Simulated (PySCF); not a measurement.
Bond stretch in ZnH, doublet.

Methods: UKS-B3LYP/6-31G* = unrestricted B3LYP/6-31G*, spherical d in PySCF 2.14.0; UKS-wB97X-V = unrestricted wB97X-V/def2-SVP run with PySCF; UCCSD(T) = CCSD(T) on UHF/def2-SVP, 5 core orbitals frozen run with PySCF 2.14.0.

Energies relative to the lowest point of each curve near equilibrium, in kcal/mol:

```json
[
 {"R / Å": "1.44", "UKS-B3LYP/6-31G*": "3.5", "UKS-wB97X-V": "4.5"},
 {"R / Å": "1.51", "UKS-B3LYP/6-31G*": "1.0", "UKS-wB97X-V": "1.5"},
 {"R / Å": "1.70", "UKS-B3LYP/6-31G*": "0.8", "UKS-wB97X-V": "0.5"},
 {"R / Å": "1.77", "UKS-B3LYP/6-31G*": "2.1", "UKS-wB97X-V": "1.8"},
 {"R / Å": "1.85", "UKS-B3LYP/6-31G*": "4.1", "UKS-wB97X-V": "3.7"},
 {"R / Å": "1.99", "UKS-B3LYP/6-31G*": "8.1", "UKS-wB97X-V": "7.8"},
 {"R / Å": "2.42", "UKS-B3LYP/6-31G*": "19.3", "UKS-wB97X-V": "18.7"},
 {"R / Å": "2.64", "UKS-B3LYP/6-31G*": "22.9", "UKS-wB97X-V": "21.4"},
 {"R / Å": "2.91", "UKS-B3LYP/6-31G*": "25.7", "UKS-wB97X-V": "22.8"},
 {"R / Å": "3.20", "UKS-B3LYP/6-31G*": "27.2", "UKS-wB97X-V": "23.3"},
 {"R / Å": "4.41", "UKS-B3LYP/6-31G*": "28.4", "UKS-wB97X-V": "23.3"},
 {"R / Å": "5.67", "UKS-B3LYP/6-31G*": "28.5", "UKS-wB97X-V": "23.3"}
]
```

Task: Predict the corresponding UCCSD(T) column.

Result: 1.44: 4.6; 1.51: 1.6; 1.70: 0.4; 1.77: 1.6; 1.85: 3.4; 1.99: 7.2; 2.42: 16.4; 2.64: 18.3; 2.91: 19.0; 3.20: 19.0; 4.41: 18.9; 5.67: 18.9 (kcal/mol).
